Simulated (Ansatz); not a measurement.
`[BH2][GaH][CH2][SiH2]F` + `C[SiH2][SiH2]Cl` → `[BH2][GaH][SiH2]C` + `F[SiH2]C[SiH2]Cl`  (redistribution)

Calculated with Ansatz (gas phase, PBE0-D4/def2-TZVP geometries, no zero-point term in ΔE). CBS: MP2 limit from def2 TZ/QZ plus the TZ coupled-cluster correction, frozen cores. This one scheme is used for every species. For Ga outer-core shells are correlated without core-valence functions, which leaves a few kJ/mol of doubt a bond. Scalar relativity is left out up to krypton. Each species was taken in one conformer, which may not be the lowest.

`[BH2][GaH][CH2][SiH2]F`:

```xyz
12

B    -1.189   -1.623    0.469
Ga   -0.297   -0.920   -1.259
C     0.847    0.698   -0.858
Si    0.479    1.243    0.851
F    -0.236   -0.019    1.620
H    -2.295   -1.283    0.777
H    -0.684   -2.486    1.127
H    -0.309   -1.367   -2.766
H     1.888    0.375   -0.971
H     0.666    1.479   -1.602
H     1.647    1.561    1.709
H    -0.518    2.341    0.902
```

`C[SiH2][SiH2]Cl`:

```xyz
11

C    -0.768    1.539    0.004
Si    0.080    0.137   -0.904
Si    0.792   -1.499    0.609
Cl   -0.839   -2.061    1.755
H    -0.077    2.032    0.691
H    -1.612    1.159    0.583
H    -1.141    2.285   -0.700
H     1.269    0.626   -1.659
H    -0.848   -0.507   -1.874
H     1.316   -2.721   -0.053
H     1.828   -0.991    1.547
```

`[BH2][GaH][SiH2]C`:

Z-matrix (Å, degrees):
```
Si
Ga 1 2.424
C 1 1.881 2 114.2
H 1 1.493 2 110.6 3 124.0
H 1 1.496 2 107.0 3 -121.1
B 2 2.059 1 123.0 3 -162.9
H 2 1.581 1 115.9 3 18.3
H 3 1.092 1 110.9 2 -177.6
H 3 1.092 1 110.8 2 62.3
H 3 1.092 1 110.6 2 -57.3
H 6 1.199 2 122.2 1 -87.3
H 6 1.199 2 121.9 1 90.5
```

`F[SiH2]C[SiH2]Cl`:

```xyz
11

F     0.273    2.881    0.547
Si    0.699    1.339    0.626
C    -0.542    0.318   -0.304
Si   -0.225   -1.515   -0.345
Cl   -1.709   -2.452   -1.419
H     0.738    0.960    2.059
H     2.050    1.218    0.024
H    -0.584    0.678   -1.338
H    -1.530    0.482    0.141
H    -0.234   -2.090    1.021
H     1.064   -1.818   -1.011
```

```csv
level,ΔE (eV)
HF/def2-TZVPP,-0.42
HF/CBS(def2),-0.43
```

(1) What does CCSD(T)/CBS give? (Estimate.)

Largest T1 diagnostic among the species: 0.013.

Results:

(1) Computed: -0.20 eV. The listed levels differ from it by -0.22, -0.23 eV.

The D4 term adds +0.08 eV with B3LYP and +0.04 eV with PBE0; it sums over pairs of atoms, weighted by their polarisabilities, and B3LYP, whose exchange is more repulsive, gets the larger term. In def2-TZVPP, CCSD(T) changes the Hartree–Fock value by +0.21 eV (the triples alone add +0.04 eV) and MP2 by +0.22 eV.

B3LYP here is the variant with VWN-RPA as its local correlation; programs differ in this.
